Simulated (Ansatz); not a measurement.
Computed with Ansatz on PBE0-D4/def2-TZVP structures; ΔE is electronic, products minus reactants. CCSD(T)/CBS adds triple-zeta CCSD(T) − MP2 to the extrapolated MP2 energy (def2 sets, frozen cores). Each species was taken in one conformer, which may not be the lowest.

Consider the substitution at a C–C bond: `CCCC(C)=O` + `BB(C)O` → `BB(C)OC` + `CCCC=O`.

| species | CCSD(T)/CBS(def2) energy (Eh) |
| --- | --- |
| `CCCC(C)=O` | -271.46122 |
| `BB(C)O` | -166.44417 |
| `BB(C)OC` | -205.68576 |
| `CCCC=O` | -232.19033 |

Q: Work out ΔE.

A: ΔE = (-205.68576) + (-232.19033) − (-271.46122) − (-166.44417) = 0.02930 Eh = +18.4 kcal/mol.

Largest T1 diagnostic among the species: 0.013.

In def2-TZVPP, CCSD(T) changes the Hartree–Fock value by +1.8 kcal/mol (the triples alone add +0.1 kcal/mol) and MP2 by +3.3 kcal/mol.
